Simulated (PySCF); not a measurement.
2,2,3,3,3-pentafluoro-1-propanol, C₃H₃F₅O.
Atom-mapped SMILES: `[OH:1][CH2:2][C:3]([F:4])([F:5])[C:6]([F:7])([F:8])[F:9]` (hydrogens: H10 on O1; H11, H12 on C2)

Geometry (PBE0-D3(BJ)/def2-SVP, Å), atoms numbered from 1 in this order:
```xyz
12
C3H3F5O angstrom
O      2.2123    0.3437   -0.3430
C      0.8634    0.6673   -0.3733
C      0.0388   -0.3855    0.3464
F      0.3111   -1.5976   -0.1985
F      0.3618   -0.4438    1.6485
C     -1.4804   -0.1717    0.2532
F     -1.7970    1.0209    0.7529
F     -1.8728   -0.2085   -1.0181
F     -2.1324   -1.1047    0.9256
H      2.3209   -0.5162   -0.7659
H      0.7244    1.6274    0.1439
H      0.4567    0.7730   -1.3976
```

Level: PBE0/def2-SVPD in PySCF, non-relativistic, on one gas-phase PBE0-D3(BJ)/def2-SVP geometry that isn't relaxed in the solvent. The solvent is an IEF-PCM continuum (van der Waals radii × 1.2), and excitations are vertical TDDFT with non-equilibrium linear response and a frozen core. The model holds no explicit solvent molecules, cavitation or dispersion.

Gas-phase singlets (H = HOMO, L = LUMO):

```csv
state,E (eV),λ (nm),f,leading configuration
S1,7.633,162,0.010,H→L 96%
S2,8.774,141,0.028,H→L+1 91%
S3,9.127,136,0.009,H-1→L 93%
S4,9.237,134,0.005,H→L+4 71%
S5,9.266,134,0.006,H→L+2 86%
```

Q: How does the list change in benzene (ε = 2.271)?

A: 
```json
{"state": "S1", "E (eV)": "7.695", "λ (nm)": "161", "f": "0.014", "leading configuration": "H→L 94%", "change by rank (eV)": "+0.062"}
{"state": "S2", "E (eV)": "8.800", "λ (nm)": "141", "f": "0.034", "leading configuration": "H→L+1 88%", "change by rank (eV)": "+0.026"}
{"state": "S3", "E (eV)": "9.152", "λ (nm)": "135", "f": "0.014", "leading configuration": "H-1→L 80%", "change by rank (eV)": "+0.025"}
{"state": "S4", "E (eV)": "9.193", "λ (nm)": "135", "f": "0.002", "leading configuration": "H→L+2 78%", "change by rank (eV)": "-0.044"}
{"state": "S5", "E (eV)": "9.278", "λ (nm)": "134", "f": "0.010", "leading configuration": "H→L+4 65%", "change by rank (eV)": "+0.012"}
```

Q: How does the list change in methanol (ε = 32.61)?

A: 
| state | E (eV) | λ (nm) | f | leading configuration | change by rank (eV) |
| --- | --- | --- | --- | --- | --- |
| S1 | 7.775 | 159 | 0.015 | H→L 92% | +0.142 |
| S2 | 8.851 | 140 | 0.025 | H→L+1 85% | +0.077 |
| S3 | 9.122 | 136 | 0.011 | H→L+2 89% | -0.005 |
| S4 | 9.202 | 135 | 0.012 | H-1→L 87% | -0.035 |
| S5 | 9.319 | 133 | 0.005 | H→L+3 62% | +0.053 |

Q: The ground-state energy changes by -0.228 eV from gas to methanol. By how much does the total energy of gas-phase S1 change?

A: E(S1) = E(S0) + excitation energy, so it changes by -0.228 + 0.142 = -0.086 eV: it is lowered less than the ground state, which is what a blue shift means. This is the vertical state, with the slow part of the continuum still set for S0.

Q: How do the frontier levels move from gas to methanol?

A: 
```json
{"orbital": "LUMO+2", "gas (eV)": "1.51", "solvent (eV)": "1.57", "change (eV)": "+0.06", "Löwdin shares, gas": "F5 20 %, F8 16 %, F7 11 %, F9 10 %", "Löwdin shares, solvent": "F5 21 %, F8 19 %, F4 13 %, F7 9 %"}
{"orbital": "LUMO+1", "gas (eV)": "0.91", "solvent (eV)": "1.15", "change (eV)": "+0.24", "Löwdin shares, gas": "F7 17 %, C6 12 %, F8 12 %, H12 10 %", "Löwdin shares, solvent": "F7 19 %, C6 15 %, F8 12 %, O1 11 %"}
{"orbital": "LUMO", "gas (eV)": "0.20", "solvent (eV)": "0.51", "change (eV)": "+0.31", "Löwdin shares, gas": "O1 23 %, C2 16 %, H10 15 %, F4 12 %", "Löwdin shares, solvent": "O1 20 %, C2 15 %, F4 12 %, C3 11 %"}
{"orbital": "HOMO", "gas (eV)": "-8.99", "solvent (eV)": "-8.75", "change (eV)": "+0.24", "Löwdin shares, gas": "O1 62 %, C2 13 %, C3 8 %, H12 7 %", "Löwdin shares, solvent": "O1 61 %, C2 14 %, C3 7 %, H12 7 %"}
{"orbital": "HOMO-1", "gas (eV)": "-10.36", "solvent (eV)": "-10.11", "change (eV)": "+0.25", "Löwdin shares, gas": "O1 35 %, C2 18 %, C3 8 %, H11 7 %", "Löwdin shares, solvent": "O1 35 %, C2 20 %, C3 8 %, H11 8 %"}
{"orbital": "HOMO-2", "gas (eV)": "-11.37", "solvent (eV)": "-11.21", "change (eV)": "+0.16", "Löwdin shares, gas": "O1 23 %, F5 15 %, F4 14 %, F8 9 %", "Löwdin shares, solvent": "O1 20 %, F4 15 %, F5 15 %, F8 9 %"}
{"orbital": "HOMO-3", "gas (eV)": "-12.36", "solvent (eV)": "-12.26", "change (eV)": "+0.10", "Löwdin shares, gas": "F5 49 %, F4 24 %, F8 6 %, F7 6 %", "Löwdin shares, solvent": "F5 34 %, F4 32 %, O1 11 %, F7 6 %"}
```

The HOMO–LUMO gap goes from 9.19 to 9.26 eV. Rows go by rank; for HOMO-3 the atom shares or the degeneracy differ between the runs, so the row needn't follow one orbital.

Cost: about 80 s of CPU time on one thread; the machine was shared, so the figure is rough. This is the whole response run at PBE0/def2-SVPD in methanol, SCF included.
